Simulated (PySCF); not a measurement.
**Spin states and ions at one geometry of OsO2Cl2**

PySCF 2.14.0, RKS r2SCAN, Os def2-SVP with ECP60, O def2-SVP, Cl def2-SVP; non-relativistic Hamiltonian with scalar-relativistic core potentials where named; density fitting; no spin-orbit coupling; singlets restricted, open shells unrestricted. The geometry is relaxed for charge 0, singlet, vacuum:

```xyz
5

Os    0.2585    0.2585    0.0000
O     1.4522    0.1507    1.2003
O     0.1507    1.4522   -1.2003
Cl   -1.7820   -0.0256    0.9463
Cl   -0.0256   -1.7820   -0.9463
```

Energies count from the relaxed state; an electron taken off or put on is at rest in vacuum. Charges and spins are Mulliken's.

```json
{"state": "charge 0, singlet, vacuum", "energy (eV)": "0.00", "spin squared": "0.00", "charge on Os1 (e)": "0.93", "spin on Os1 (e)": "0.00", "dipole about the centre of mass (D)": "0.36"}
{"state": "charge 0, triplet, vacuum", "energy (eV)": "0.84", "spin squared": "2.02", "charge on Os1 (e)": "0.95", "spin on Os1 (e)": "1.13", "dipole about the centre of mass (D)": "0.52"}
{"state": "charge 0, quintet, vacuum", "energy (eV)": "3.84", "spin squared": "6.01", "charge on Os1 (e)": "0.85", "spin on Os1 (e)": "1.86", "dipole about the centre of mass (D)": "1.06"}
{"state": "charge +1, doublet, vacuum", "energy (eV)": "9.77", "spin squared": "0.75", "charge on Os1 (e)": "1.13", "spin on Os1 (e)": "0.56", "dipole about the centre of mass (D)": "1.26"}
```

Task: What does the state charge -1, doublet, vacuum give?

Result: energy (eV) -2.14, spin squared 0.76, charge on Os1 (e) 0.66, spin on Os1 (e) 0.53, dipole about the centre of mass (D) 0.49.

With an electron taken off (doublet) the charges change, summed by element, by Os +0.20 e, O +0.30 e, Cl +0.50 e. The vertical ionisation energy is 9.77 eV, against −ε(HOMO) = 6.71 eV of the relaxed state. The level lies 3.1 eV too high, as is usual for semilocal functionals and global hybrids, which keep a self-interaction error.

With an electron put on (doublet) the charges change, summed by element, by Os -0.27 e, O -0.34 e, Cl -0.40 e. The vertical electron affinity is 2.14 eV, against −ε(LUMO) = 5.33 eV of the relaxed state. The basis has no diffuse functions, which an added electron needs. The added electron's level lies above zero.

Open shells may have lower solutions than those found.

No frequency check is given that shows the relaxed geometry to be a minimum.
